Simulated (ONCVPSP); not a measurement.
## Building the ONCV potential for Fe (PBE, scalar-relativistic).

The input file (ONCVPSP 4.0.1):

```
# ATOM AND REFERENCE CONFIGURATION
# atsym  z   nc   nv     iexc    psfile
  Fe 26.00    3    4        4      upf
#
#   n    l    f
    1    0    2.00
    2    0    2.00
    2    1    6.00
    3    0    2.00
    3    1    6.00
    3    2    6.00
    4    0    2.00
#
# PSEUDOPOTENTIAL AND OPTIMIZATION
# lmax
    2
#
#   l,   rc,      ep,       ncon, nbas, qcut
    0    1.50    0.00    4    7    7.30
    1    1.15    0.00    5    9    9.60
    2    1.40    0.00    4    9   12.60
#
# LOCAL POTENTIAL
# lloc, lpopt,  rc(5),   dvloc0
    4    5    1.10    0.00
#
# VANDERBILT-KLEINMAN-BYLANDER PROJECTORs
# l, nproj, debl
    0    2    2.00
    1    2    1.00
    2    2    1.90
#
# MODEL CORE CHARGE
# icmod, fcfact, rcfact
    1    0.20    0.00
#
# LOG DERIVATIVE ANALYSIS
# epsh1, epsh2, depsh
   -5.00    5.00    0.04
#
# OUTPUT GRID
# rlmax, drl
    6.00    0.01
#
# TEST CONFIGURATIONS
# ncnf
    4
# nvcnf
#   n    l    f
    4
    3    0    2.00
    3    1    6.00
    3    2    6.00
    4    0    1.00
#
    4
    3    0    2.00
    3    1    6.00
    3    2    6.00
    4    0    0.00
#
    4
    3    0    2.00
    3    1    6.00
    3    2    5.00
    4    0    0.00
#
    4
    3    0    2.00
    3    1    6.00
    3    2    5.00
    4    0    2.00
#
```

Command:

```bash
oncvpsp.x < Fe.dat > Fe.out
```

The program printed (shortened: citation, most of the input echo, consistency checks and plot data are left out):

```
ONCVPSP  (Optimized Norm-Conservinng Vanderbilt PSeudopotential)
scalar-relativistic version 4.0.1

#   n    l    f        energy (Ha)
    1    0    2.00    -2.5720573E+02
    2    0    2.00    -3.0124388E+01
    2    1    6.00    -2.5667700E+01
    3    0    2.00    -3.4550910E+00
    3    1    6.00    -2.2065344E+00
    3    2    6.00    -2.7580115E-01
    4    0    2.00    -1.9448241E-01

Reference configufation results
  iterations    29
  all-electron total energy (Ha)   -1.27244976D+03

Begin loop to  construct optimized pseudo wave functions
and semi-local pseudopoentials for all angular momenta

Calculating optimized projector #   1

 for l=   0

    Fraction of norm inside rc  0.972829
    Optimizing pswf for qcut=   7.30 a_B^-1,  ecut=  26.66 Ha
    Residual kinetic energy error=  7.55D-06 Ha

    Energy error per electron        Cutoff
         Ha          eV             Ha
         0.01000     0.27211        9.25
         0.00100     0.02721       11.89
         0.00010     0.00272       20.01
         0.00001     0.00027       26.34

Calculating optimized projector #   2

 for l=   0

    Fraction of norm inside rc  0.060565
    Optimizing pswf for qcut=   7.30 a_B^-1,  ecut=  26.66 Ha
    Residual kinetic energy error=  2.15D-05 Ha

    Energy error per electron        Cutoff
         Ha          eV             Ha
         0.01000     0.27211        6.80
         0.00100     0.02721        9.96
         0.00010     0.00272       22.10
         0.00001     0.00027       37.51

WARNING wellstate: negative energy specified for n= 4 l=  1
WARNING scattering state with energy  0.25000000
WARNING will be used for the first projector

   Wellstate for l =  1  n =  4
     eigenvalue =   0.2500
     asymptotic potential =   0.7500
     half-point radius =  3.2658

Calculating optimized projector #   1

 for l=   1

    Fraction of norm inside rc  0.819672
    Optimizing pswf for qcut=   9.59 a_B^-1,  ecut=  46.02 Ha
    Residual kinetic energy error=  1.74D-05 Ha

    Energy error per electron        Cutoff
         Ha          eV             Ha
         0.01000     0.27211       25.40
         0.00100     0.02721       32.36
         0.00010     0.00272       38.02
         0.00001     0.00027      110.91

Calculating optimized projector #   2

 for l=   1

    Fraction of norm inside rc  0.050271
    Optimizing pswf for qcut=   9.59 a_B^-1,  ecut=  46.02 Ha
    Residual kinetic energy error=  4.96D-06 Ha

    Energy error per electron        Cutoff
         Ha          eV             Ha
         0.01000     0.27211       19.86
         0.00100     0.02721       27.52
         0.00010     0.00272       33.82
         0.00001     0.00027       39.67

   Wellstate for l =  2  n =  5
     eigenvalue =   1.6242
     asymptotic potential =   2.1242
     half-point radius =  4.0310

Calculating optimized projector #   1

 for l=   2

    Fraction of norm inside rc  0.738913
    Optimizing pswf for qcut=  12.59 a_B^-1,  ecut=  79.24 Ha
    Residual kinetic energy error=  2.41D-07 Ha

    Energy error per electron        Cutoff
         Ha          eV             Ha
         0.01000     0.27211       45.89
         0.00100     0.02721       55.43
         0.00010     0.00272       62.93
         0.00001     0.00027       68.87

Calculating optimized projector #   2

 for l=   2

    Fraction of norm inside rc  0.070070
    Optimizing pswf for qcut=  12.59 a_B^-1,  ecut=  79.24 Ha
    Residual kinetic energy error=  1.94D-07 Ha

    Energy error per electron        Cutoff
         Ha          eV             Ha
         0.01000     0.27211       42.32
         0.00100     0.02721       53.86
         0.00010     0.00272       62.83
         0.00001     0.00027       69.68

Construct Vanderbilt / Kleinmman-Bylander projectors

B matrix Hermiticity error, ll=   0
   1   2    2.9713E-04

  Orthonormal projector coefficients  7.1832E+00  1.3463E+00

B matrix Hermiticity error, ll=   1
   1   2    2.7237E-04

  Orthonormal projector coefficients  2.1687E+00 -4.6300E-01

B matrix Hermiticity error, ll=   2
   1   2   -1.5709E-04

  Orthonormal projector coefficients -9.3065E+00 -2.4301E+00

Model core correction analysis
  based on d2Exc/dn_idn_j

d2excae - all-electron derivatives

   -4.304761D-02   -3.968828D-02   -2.781174D-02   -1.538309D-03
   -3.972802D-02   -3.778828D-02   -2.704629D-02   -1.432697D-03
   -2.804913D-02   -2.729560D-02   -2.252753D-02   -1.167767D-03
   -1.827117D-03   -1.817530D-03   -1.655499D-03   -2.091477D-04

d2excps - pseudofunction derivatives with no core correction

   -5.392606D-02   -4.064324D-02   -2.881407D-02   -2.456815D-03
   -4.068428D-02   -3.898848D-02   -2.971722D-02   -1.494785D-03
   -2.905119D-02   -2.996643D-02   -2.420619D-02   -1.101785D-03
   -2.746453D-03   -1.879572D-03   -1.589515D-03   -2.693958D-04

rms 2nd derivative error    2.983396E-03

Polynomial model core charge

d2excps - pseudofunction derivatives with core correction

   -3.905375D-02   -3.689101D-02   -2.782134D-02   -1.449323D-03
   -3.693043D-02   -3.740513D-02   -2.928720D-02   -1.239759D-03
   -2.805832D-02   -2.953636D-02   -2.418309D-02   -1.027083D-03
   -1.738060D-03   -1.624530D-03   -1.514806D-03   -2.016125D-04

rms 2nd derivative error    1.670753E-03

Pseudoatom total energy -123.370051

Diagnostic tests using Vanderbilt-Kleinman-Bylander pseudopotentials
  1 or more projectors used as specified by nproj input data

   l    rcore       rmatch      e in        delta e   norm test  slope test

   0   1.5086633   1.5544696  -3.4550910   0.0000045   1.0001828   1.0001618
   0   1.5086633   1.5544696  -0.1944824   0.0000028   1.0000281   1.0000215

   1   1.1526122   1.1876080  -2.2065344  -0.0000093   1.0001600   1.0001854
   1   1.1526122   1.1876080   0.2500000   0.0000195   1.0003441   1.0003441

   2   1.4041599   1.4467932  -0.2758012  -0.0000030   1.0000957   1.0001040
   2   1.4041599   1.4467932   1.6241988   0.0000212   1.0002284   1.0002284

 Testing for bound ghosts
   n   l    E NL Schr. Eq   E Basis Diag.   E Cutoff

   1   0       -3.455086       -3.455086     83.77
   2   0       -0.194480       -0.117665     83.77

   2   1       -2.206544       -2.206349    297.79

   3   2       -0.275804       -0.271565    224.81

 Testing for highly-localized positive-energy ghosts
       l    <radius>/rc     E Basis Diag.   E Cutoff

Test configuration 0

   n   l     f        eae           eps        diff
   1   0  2.0000 -257.20572988
   2   0  2.0000  -30.12438750
   2   1  6.0000  -25.66770032
   3   0  2.0000   -3.45509099   -3.45508648    4.50D-06
   3   1  6.0000   -2.20653441   -2.20654372   -9.31D-06
   3   2  6.0000   -0.27580115   -0.27580411   -2.96D-06
   4   0  2.0000   -0.19448241   -0.19447959    2.83D-06

    Total energies and differences
      AE_ref= -1.27244976D+03  AE_tst= -1.27244976D+03  dif=  0.00D+00
      PS_ref= -1.23370051D+02  PS_tst= -1.23370051D+02  dif=  2.02D-12
      PSP excitation error= -2.02D-12

Test configuration 1

   n   l     f        eae           eps        diff
   1   0  2.0000 -257.52143923
   2   0  2.0000  -30.43309633
   2   1  6.0000  -25.97699549
   3   0  2.0000   -3.76841372   -3.76874704   -3.33D-04
   3   1  6.0000   -2.52035344   -2.52043515   -8.17D-05
   3   2  6.0000   -0.58637748   -0.58658612   -2.09D-04
   4   0  1.0000   -0.45307640   -0.45303542    4.10D-05

    Total energies and differences
      AE_ref= -1.27244976D+03  AE_tst= -1.27212896D+03  dif=  3.21D-01
      PS_ref= -1.23370051D+02  PS_tst= -1.23049242D+02  dif=  3.21D-01
      PSP excitation error= -1.11D-05

Test configuration 2

   n   l     f        eae           eps        diff
   1   0  2.0000 -257.89188151
   2   0  2.0000  -30.79313517
   2   1  6.0000  -26.33789794
   3   0  2.0000   -4.13325749   -4.13442219   -1.16D-03
   3   1  6.0000   -2.88533696   -2.88568495   -3.48D-04
   3   2  6.0000   -0.94508788   -0.94567395   -5.86D-04

    Total energies and differences
      AE_ref= -1.27244976D+03  AE_tst= -1.27153351D+03  dif=  9.16D-01
      PS_ref= -1.23370051D+02  PS_tst= -1.22453793D+02  dif=  9.16D-01
      PSP excitation error= -9.09D-06

Test configuration 3

   n   l     f        eae           eps        diff
   1   0  2.0000 -258.60395753
   2   0  2.0000  -31.52836909
   2   1  6.0000  -27.07108001
   3   0  2.0000   -4.82036848   -4.82359897   -3.23D-03
   3   1  6.0000   -3.56325652   -3.56367840   -4.22D-04
   3   2  5.0000   -1.58812892   -1.58649024    1.64D-03

    Total energies and differences
      AE_ref= -1.27244976D+03  AE_tst= -1.27027584D+03  dif=  2.17D+00
      PS_ref= -1.23370051D+02  PS_tst= -1.21196272D+02  dif=  2.17D+00
      PSP excitation error=  1.41D-04

Test configuration 4

   n   l     f        eae           eps        diff
   1   0  2.0000 -257.77081838
   2   0  2.0000  -30.71512835
   2   1  6.0000  -26.25613803
   3   0  2.0000   -4.00891701   -4.00917838   -2.61D-04
   3   1  6.0000   -2.75308230   -2.75253114    5.51D-04
   3   2  5.0000   -0.79125350   -0.78902472    2.23D-03
   4   0  2.0000   -0.51639268   -0.51654968   -1.57D-04

    Total energies and differences
      AE_ref= -1.27244976D+03  AE_tst= -1.27192767D+03  dif=  5.22D-01
      PS_ref= -1.23370051D+02  PS_tst= -1.22848786D+02  dif=  5.21D-01
      PSP excitation error=  8.21D-04
```

The run took about 6.8 s on one core of a shared server CPU.
